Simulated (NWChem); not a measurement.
System meant: ZrH$_{4}$O$_{2}$; SMILES [OH][ZrH2][OH]

Here is an NWChem input.

```
start job
memory heap 200 mb stack 900 mb global 1100 mb
geometry units angstroms noautoz
  Zr     0.000000     0.000000    -0.129561
  O      1.619356     0.046339     0.868897
  H      2.305186     0.119177     1.532785
  O     -1.619356    -0.046339     0.868897
  H     -2.305186    -0.119177     1.532785
  H      0.045176    -1.538066    -1.188552
  H     -0.045176     1.538066    -1.188552
end
basis spherical
  Zr library def2-svp
  O library def2-svp
  H library def2-svp
end
ecp
  Zr library def2-ecp
end
dft
  xc xpbe96 cpbe96
  iterations 4
  mulliken
end
task dft energy
```

End of the output:

```
    Atom       Charge   Shell Charges
 -----------   ------   -------------------------------------------------------
    1 Zr  12    11.79   0.00  0.95  0.96  0.40  0.21  5.35  0.98  0.27  1.66  0.82  0.19
    2 O    8     8.07   1.97  0.87  0.58  2.70  1.93  0.01
    3 H    1     0.90   0.55  0.16  0.18
    4 O    8     8.07   1.97  0.87  0.58  2.70  1.93  0.01
    5 H    1     0.90   0.55  0.16  0.18
    6 H    1     1.14   0.64  0.49  0.01
    7 H    1     1.14   0.64  0.49  0.01

 center of mass
 --------------
 x =   0.00000000 y =   0.00000000 z =  -0.04358366

 moments of inertia (a.u.)
 ------------------
         127.733212736939           0.000000000000          -0.000000000000
           0.000000000000         448.818631989090           0.000000000000
          -0.000000000000           0.000000000000         355.206717728442

     Multipole analysis of the density
     ---------------------------------

     L   x y z        total         alpha         beta         nuclear
     -   - - -        -----         -----         ----         -------
     0   0 0 0      0.000000    -16.000000    -16.000000     32.000000

     1   1 0 0      0.000000      0.000000      0.000000     -0.000000
     1   0 1 0      0.000000      0.000000      0.000000      0.000000
     1   0 0 1      1.389100     -6.881630     -6.881630     15.152360

     2   2 0 0    -21.255424   -104.623220   -104.623220    187.991016
     2   1 1 0      0.342415     -0.028813     -0.028813      0.400041
     2   1 0 1      0.000000      0.000000      0.000000      0.000000
     2   0 2 0    -31.706969    -24.317035    -24.317035     16.927101
     2   0 1 1     -0.000000     -0.000000     -0.000000      0.000000
     2   0 0 2    -25.414091    -42.175215    -42.175215     58.936339

 ------------------------------------------------------------------------
 dft energy failed                                                                                  0
 ------------------------------------------------------------------------
 ------------------------------------------------------------------------
  current input line :
    25: task dft energy
 ------------------------------------------------------------------------
 ------------------------------------------------------------------------
 This type of error is most commonly associated with calculations not reaching convergence criteria
 ------------------------------------------------------------------------
 For more information see the NWChem manual at https://nwchemgit.github.io

0:dft energy failed:Received an Error in Communication
```

**Question.** Find the fault in this run and fix the input.

**Answer.** The run did not converge; its last values are not results. Cause: the SCF was allowed too few iterations. This input runs:
```
start job
memory heap 200 mb stack 900 mb global 1100 mb
geometry units angstroms noautoz
  Zr     0.000000     0.000000    -0.129561
  O      1.619356     0.046339     0.868897
  H      2.305186     0.119177     1.532785
  O     -1.619356    -0.046339     0.868897
  H     -2.305186    -0.119177     1.532785
  H      0.045176    -1.538066    -1.188552
  H     -0.045176     1.538066    -1.188552
end
basis spherical
  * library def2-svp
end
ecp
  Zr library def2-ecp
end
dft
  xc xpbe96 cpbe96
  iterations 150
  mulliken
end
task dft energy
```
It converges to -199.72422 Ha (PBE/def2-SVP with def2 effective core potentials on Zr).
